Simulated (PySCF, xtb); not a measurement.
GeH₈N₂Si, SMILES N[SiH2][GeH2][NH2].

GFN2-xTB in xtb at its own geometry gives an orbital gap of 4.96 eV and a dipole moment of 2.14 D.

Geometry optimised at PBE-D3(BJ)/def2-SVP. This is a generated structure with no PubChem entry under its InChIKey; it may be hypothetical. Other conformers were not sampled.

Q: What does PySCF with PBE/def2-TZVP give? (The exact figures need the calculation; the answer reports its results.)

A: gap 4.74 eV (levels -5.80 and -1.05 eV), dipole 1.94 D.
